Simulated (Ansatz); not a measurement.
```yaml
crystal:
  periodic: [false, false, false]
  atoms:
    - {symbol: C, position_ang: [-0.375268, -0.105412, -0.821620]}
    - {symbol: S, position_ang: [0.502146, -1.657606, -0.428794]}
    - {symbol: Ga, position_ang: [0.280375, 0.387566, 0.845798]}
    - {symbol: H, position_ang: [-1.439865, -0.288934, -0.890558]}
    - {symbol: H, position_ang: [0.267312, 0.571802, -1.501366]}
    - {symbol: Xx, position_ang: [0.904978, 0.895994, 2.362664]}
basis:
  gaussian: {orbitals: def2-TZVPP, fitting: {mean_field: def2-universal-jkfit}}
hamiltonian: {xc: {name: r2SCAN50}, dispersion: d3bjatm}
```

```sh
$ ansatz run in.yaml --threads 2 --pin off --events-out ev --progress --plain --max-ram 4352MiB
```

Shortened log:

```
Error: YAML parse error: error: line 9 column 16: `Xx` is not an element symbol (H … Og, case-exact)
  --> <input>:9:16
   |
 7 |     - {symbol: H, position_ang: [-1.439865, -0.288934, -0.890558]}
 8 |     - {symbol: H, position_ang: [0.267312, 0.571802, -1.501366]}
 9 |     - {symbol: Xx, position_ang: [0.904978, 0.895994, 2.362664]}
   |                ^ `Xx` is not an element symbol (H … Og, case-exact)
10 | basis:
11 |   gaussian: {orbitals: def2-TZVPP, fitting: {mean_field: def2-universal-jkfit}}
   |
```

In this input an element symbol is wrong. The program refused the input.
